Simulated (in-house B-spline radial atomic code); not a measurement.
## Excitations of Si V (Si4+) by several methods

Full response, energies in eV; labels give the largest channel, * marks a mixed state, a dash one above the method's threshold, and an imaginary frequency an unstable closed-shell reference. Computed with a B-spline radial code for spherical atoms: linear response of the closed shell [He] 2s2 2p6 with each method's own kernel (bare exchange for TDHF, static screening on G0W0 levels for BSE, the adiabatic kernel for functionals); scalar-relativistic (spin-free one-electron X2C), finite nucleus, no spin-orbit coupling, no double excitations, S, P, D and F terms only. Only terms of natural parity with L up to 3 were computed.

| method | 2p → 3s 3P | 2p → 3s 1P | 2p → 3p 3S | α (bohr³) |
| --- | --- | --- | --- | --- |
| TDHF | 105.24 | 106.53 | 113.00 | 0.1624 |
| BSE on G0W0@HF | ? | ? | ? | ? |
| LDA VWN5 | 98.44 | 99.28 | 106.91 | 0.1714 |
| PBE | 97.66 | 98.64 | 106.22 | 0.171 |
| PBE0 | 99.91 | 100.94 | 108.37 | 0.1684 |
| B3LYP (VWN-RPA) | 98.34 | 99.53 | 106.92 | 0.1691 |
| CAM-B3LYP | 97.93 | 99.10 | 106.50 | 0.1694 |
| LC-wPBE | 97.23 | 98.17 | 105.84 | 0.1711 |
| wB97X | 100.35 | 101.14 | 108.47 | 0.1683 |
| HSE06 | 99.90 | 100.94 | 108.38 | 0.1685 |
| BHandHLYP | 100.38 | 101.72 | 108.79 | 0.1664 |
| BLYP | 96.23 | 97.43 | 104.87 | 0.1713 |
| PBEsol | 97.88 | 98.83 | 106.33 | 0.1712 |
| BP86 | 98.53 | 99.38 | 107.07 | 0.1704 |
| LDA exchange-only | 97.04 | 98.06 | 105.14 | 0.1729 |
| B97-1 | 99.81 | 100.75 | 108.26 | 0.1686 |
| RPBE | ? | ? | ? | ? |
| OLYP | 96.00 | 97.17 | 104.80 | 0.1698 |

What does BSE on G0W0@HF give?

2p → 3s 3P: 104.29; 2p → 3s 1P: 105.46; 2p → 3p 3S: 112.57; α: 0.1615 (eV, bohr³).

What does RPBE give?

2p → 3s 3P: 97.30; 2p → 3s 1P: 98.27; 2p → 3p 3S: 105.95; α: 0.1711 (eV, bohr³).
